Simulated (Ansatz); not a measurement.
Computed with Ansatz on PBE0-D4/def2-TZVP structures; ΔE is electronic, products minus reactants. CBS: MP2 limit from def2 TZ/QZ plus the TZ coupled-cluster correction, frozen cores. Functionals use def2-TZVPP. For Ge outer-core shells are correlated without core-valence functions, which leaves a few kJ/mol of doubt a bond. Scalar relativity is left out up to krypton. Each species was taken in one conformer, which may not be the lowest.

`[SiH3]BOCS` + `C[NH][GeH2][Cl]` → `C[NH][GeH2][SiH3]` + `SCOBCl`  (redistribution)

| species | B2PLYP energy (Eh) |
| --- | --- |
| `[SiH3]BOCS` | -829.79688 |
| `C[NH][GeH2][Cl]` | -2633.18774 |
| `C[NH][GeH2][SiH3]` | -2464.22705 |
| `SCOBCl` | -998.76995 |

Q: Work out ΔE.

A: ΔE = (-2464.22705) + (-998.76995) − (-829.79688) − (-2633.18774) = -0.01238 Eh = -32.5 kJ/mol. CCSD(T)/CBS gives -34.3 kJ/mol.

Largest T1 diagnostic among the species: 0.014.

In def2-TZVPP, CCSD(T) changes the Hartree–Fock value by −12.3 kJ/mol (the triples alone add −1.4 kJ/mol) and MP2 by −14.5 kJ/mol.
